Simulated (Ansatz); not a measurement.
A nudged elastic band was laid between two geometries of Cl4FHOW + H2O (11 atoms, charge 0, multiplicity 1).

Level of theory: RKS PBE/def2-SVP (Ansatz 0.2.0).

```
movable images  : 7
climbing image  : yes
spring          : 5.0 eV/Å²
optimiser       : quadratic models (default)
start path      : through a guess of the saddle point
force threshold : 0.05 eV/Å
iteration limit : 60
end points      : relaxed
```

First end point:

```xyz
11
Properties=species:S:1:pos:R:3
W 0.160 -0.303 -0.117
Cl -0.175 -0.049 2.193
F 2.035 -0.311 0.186
Cl 0.313 1.988 -0.312
Cl -2.123 -0.450 -0.429
O 0.331 -2.172 0.084
H 1.140 -2.712 0.195
Cl 0.503 -0.471 -2.413
O -2.485 2.469 1.459
H -3.073 1.768 1.117
H -1.976 1.988 2.139
```

Last end point:

```xyz
11
Properties=species:S:1:pos:R:3
W -0.187 0.184 -0.553
Cl -0.999 -0.851 3.294
F 1.504 0.856 -0.040
Cl -0.626 2.326 -1.411
Cl -2.226 -0.550 -1.386
O -0.022 -1.265 0.566
H -0.255 -1.431 1.545
Cl 0.866 -0.614 -2.439
O -1.007 0.979 1.085
H -1.288 1.916 1.043
H -1.112 0.193 2.400
```

Task: Which bonds break or form, and what moves?

Result: Bonds broken: W1–Cl2, O9–H11. Bonds formed: W1–O9, Cl2–H11. Cl4FHOW + H2O becomes Cl3FH2O2W + ClH.

Task: What energy profile does the band end with?

Result: The forces met the threshold. The highest image is number 2 of 0 to 8, 7.2 kcal/mol above the first end and 20.3 kcal/mol above the last; the last end lies 13.1 kcal/mol below the first. The profile has 2 maxima (images 2, 5) with wells between them (image 4): this band takes more than one step, which may be the mechanism or a detour left from its start path. A vibrational analysis at the climbing image gives one clearly imaginary mode, 79i cm⁻¹: a first-order saddle point. The orbitals stay closed-shell, which can raise the energy where a bond breaks towards radicals; this wasn't checked here.

```json
{"image": "0", "path coordinate (Å)": "0.00", "energy (kcal/mol)": "0.0", "W1–Cl2 (Å)": "2.35", "O9–H11 (Å)": "0.98", "W1–O9 (Å)": "4.14"}
{"image": "1", "path coordinate (Å)": "1.33", "energy (kcal/mol)": "5.7", "W1–Cl2 (Å)": "2.38", "O9–H11 (Å)": "0.98", "W1–O9 (Å)": "3.51"}
{"image": "2", "path coordinate (Å)": "2.66", "energy (kcal/mol)": "7.2", "W1–Cl2 (Å)": "2.47", "O9–H11 (Å)": "0.99", "W1–O9 (Å)": "2.31"}
{"image": "3", "path coordinate (Å)": "3.90", "energy (kcal/mol)": "3.1", "W1–Cl2 (Å)": "2.57", "O9–H11 (Å)": "1.00", "W1–O9 (Å)": "2.27"}
{"image": "4", "path coordinate (Å)": "5.13", "energy (kcal/mol)": "2.7", "W1–Cl2 (Å)": "2.70", "O9–H11 (Å)": "1.01", "W1–O9 (Å)": "2.30"}
{"image": "5", "path coordinate (Å)": "6.37", "energy (kcal/mol)": "3.4", "W1–Cl2 (Å)": "3.54", "O9–H11 (Å)": "1.59", "W1–O9 (Å)": "2.00"}
{"image": "6", "path coordinate (Å)": "7.61", "energy (kcal/mol)": "-5.7", "W1–Cl2 (Å)": "3.87", "O9–H11 (Å)": "1.67", "W1–O9 (Å)": "1.97"}
{"image": "7", "path coordinate (Å)": "8.85", "energy (kcal/mol)": "-10.9", "W1–Cl2 (Å)": "3.97", "O9–H11 (Å)": "1.61", "W1–O9 (Å)": "1.99"}
{"image": "8", "path coordinate (Å)": "10.09", "energy (kcal/mol)": "-13.1", "W1–Cl2 (Å)": "4.07", "O9–H11 (Å)": "1.54", "W1–O9 (Å)": "2.00"}
```

Task: What is the geometry of the highest image?

Result: 
```xyz
11
Properties=species:S:1:pos:R:3:forces:R:3
W -0.182 0.084 -0.013 -0.03 -0.01 -0.01
Cl 0.189 0.233 2.425 0.00 0.00 0.00
F 1.678 -0.342 0.027 0.01 0.00 0.00
Cl 0.651 2.283 -0.070 0.00 0.00 -0.01
Cl -2.378 -0.540 -0.768 0.00 0.00 0.00
O -0.204 -1.783 0.378 0.00 0.01 0.00
H 0.638 -2.136 0.743 0.00 0.00 0.00
Cl 0.221 0.053 -2.310 0.01 0.00 0.00
O -1.805 1.443 0.924 0.00 0.00 -0.01
H -2.656 0.946 0.901 0.00 0.00 0.02
H -1.503 1.504 1.867 -0.01 -0.01 0.00
```

Run time: 8.8 min on 4 threads of Arm Neoverse V2 (shared host), peak memory 0.31 GiB.
